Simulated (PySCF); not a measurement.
In(F)3(SH2), H2F3InS, singlet at its B3LYP/def2-SVP optimised geometry (Å):

```
7

In    -1.3473    -0.7935     0.0000
F     -1.9954    -1.8146    -1.5330
F     -1.2716    -1.6180     1.7851
F     -1.4096     1.1694     0.0000
S      1.4096    -0.7935     0.0000
H      1.3341     0.5295     0.2922
H      1.2637    -1.1694     1.2966
```

Level of theory: B3LYP/def2-TZVP, def2 effective core potentials past Kr (PySCF 2.14.0). The core electrons that the potentials of In replace are not part of the density.

Map of the Laplacian of the electron density (e/bohr⁵), clipped to [-1.50, 1.50] on the plane z = 0.6 Å:

```
|2222222222222222222222222222222|
|2222222222222222222222222222222|
|2222222222222222222222222222222|
|2222222222222222222222222222222|
|2222222222222222222222222222222|
|2222222222222222222222222222222|
|2222222222222222222222222222222|
|2222222333332222222222222222222|
|2222223355533222222222222222222|
|2222223577743222222222222222222|
|2222223578753222222222222222222|
|2222223567643222222222222222222|
|2222223345433222222222222222222|
|2222222333332222222221222222222|
|2222222233332222222221222222222|
|2222222345433222222222222222222|
|2222223599964322222222222222222|
|2222234999996322222222222222222|
|2222235999998322222124212222222|
|2222235999998322222102112222222|
|2222234899995322222100012222222|
|2222223589964322222221222222222|
|2222222344433222222222222222222|
|2222222233322222222222222222222|
|2222222222222222222222222222222|
|2222222222222222222222222222222|
|2222222222222222222222222222222|
|2222222222222222222222222222222|
|2222222222222222222222222222222|
|2222222222222222222222222222222|
|2222222222222222222222222222222|
```
Scale: ten equal steps from -0.475 (start of '0') to 1.50 (end of '9'), in the order '0123456789'; x runs from -3.50 to 3.50, y from -3.50 (bottom) to 3.50 (top).
